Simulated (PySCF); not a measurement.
CH11PSi3.
Bonds: Si1–Si2, Si2–C3, C3–Si4, Si4–P5. Hydrogens: H6, H7, H8 on Si1; H9, H10 on Si2; H11, H12 on C3; H13, H14 on Si4; H15, H16 on P5.

Computed by this run: PySCF, PBE0-D3(BJ)/def2-SVP geometry optimisation, gas phase; density fitting, grid level 1; the optimiser is geomeTRIC in internal coordinates, started from a GFN2-xTB structure.

Step 0: E = -34112.2227 eV
```
atom  x, y, z in Å  |  force x, y, z in eV/Å
Si1     2.1739   -1.2180   -0.0803    0.138  -0.058   0.036
Si2     1.2948    0.8398   -0.6596   -1.023   0.209  -0.406
C3     -0.5528    0.7034   -1.1435    0.139  -0.111   0.820
Si4    -1.8013    0.7815    0.2861    0.477  -0.308  -0.520
P5     -1.2239   -0.6876    1.8792    1.239   0.513   0.326
H6      1.8767   -2.2416   -1.0918   -0.234  -0.256  -0.487
H7      1.6696   -1.7342    1.1928   -0.286  -0.088   0.537
H8      3.6353   -1.1723    0.0207    0.613   0.148   0.034
H9      1.9722    1.4186   -1.8344    0.408  -0.010  -0.354
H10     1.4058    1.8663    0.3868    0.160   0.206   0.528
H11    -0.7010   -0.2239   -1.6992   -0.101  -0.394  -0.170
H12    -0.8017    1.5076   -1.8349   -0.023   0.427  -0.272
H13    -1.7766    2.0982    0.9339    0.052   0.498   0.185
H14    -3.1646    0.5472   -0.2191   -0.432  -0.066  -0.177
H15    -2.4564   -0.6594    2.5024   -0.964   0.135   0.567
H16    -1.5574   -1.8167    1.1520   -0.162  -0.844  -0.648
```

**Question.** Estimate the geometry and energy of step 1. (The exact step hangs on the optimiser's Hessian estimate; all steps are aligned on step 0, rigid shifts and turns removed.)

**Answer.** E = -34112.3899 eV, largest force 0.312 eV/Å
```
atom  x, y, z in Å  |  force x, y, z in eV/Å
Si1     2.2009   -1.2102   -0.0746   -0.096  -0.013  -0.025
Si2     1.2603    0.8560   -0.6801    0.100  -0.025   0.051
C3     -0.5705    0.7006   -1.1406   -0.012  -0.018  -0.084
Si4    -1.8046    0.7607    0.2810    0.007   0.159  -0.045
P5     -1.2164   -0.7171    1.8968   -0.248  -0.188  -0.015
H6      1.8366   -2.2057   -1.1358    0.027  -0.023   0.035
H7      1.6669   -1.6887    1.2364    0.019  -0.030  -0.010
H8      3.6924   -1.1263    0.0073   -0.010   0.027  -0.014
H9      2.0463    1.3569   -1.8563   -0.058   0.020   0.019
H10     1.4493    1.8305    0.4441   -0.042   0.008  -0.049
H11    -0.7253   -0.2328   -1.7112    0.046   0.024   0.022
H12    -0.8161    1.5278   -1.8332   -0.015  -0.038   0.076
H13    -1.7493    2.1208    0.9086   -0.018  -0.058   0.010
H14    -3.1970    0.5461   -0.2330    0.049  -0.027   0.021
H15    -2.4921   -0.6359    2.5606    0.195  -0.009  -0.111
H16    -1.5890   -1.8737    1.1213    0.056   0.191   0.119
```

The energy changes by -0.1672 eV. The first-order estimate −F·Δx gives -0.3947 eV and the mean of the old and new forces, exact on a quadratic surface, -0.1681 eV. The step makes an angle of 55° with the force vector and moves no atom by more than 0.099 Å.

What follows is the cost of the whole optimisation. On one thread of an Arm Neoverse V1 (shared host), this took 32 s wall and 0.61 GiB of memory at its peak.
